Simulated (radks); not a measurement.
Results of a calculation; reference values are marked as such.
Yb56+, 14 electrons, occupied as [Ne] 3s2 3p2. Level of theory: scalar-relativistic Kohn-Sham, PBEsol, spin-polarised, spherical densities, finite nucleus; open shells are filled with parallel spins first (spin-orbit coupling, left out, can overturn this in heavy ions); Fermi nuclear charge, rms radius 5.3108 fm (a radial shooting solver on a logarithmic mesh with Libxc functionals).

Normalised radial functions P(r) = r R(r), r in bohr:

r	3p up
0.0009887	0.0084
0.001227	0.0121
0.001523	0.0174
0.00189	0.0250
0.002346	0.0360
0.002911	0.0517
0.003613	0.0741
0.004485	0.1059
0.005566	0.1506
0.006908	0.2127
0.008573	0.2977
0.01064	0.4113
0.01321	0.5588
0.01639	0.7427
0.02034	0.9587
0.02525	1.1908
0.03133	1.4046
0.03889	1.5417
0.04826	1.5204
0.0599	1.2507
0.07375	0.6963
0.09153	-0.1702
0.1136	-1.1881
0.141	-2.0779
0.175	-2.5208
0.2172	-2.3447
0.2695	-1.6809
0.3345	-0.9036
0.4151	-0.3470
0.5152	-0.0888
0.6395	-0.0138

3p up: eigenvalue -5500.7 eV, 1 radial node at r = 0.0881 bohr, <r> = 0.194 bohr, 90 % of the charge inside 0.287 bohr.
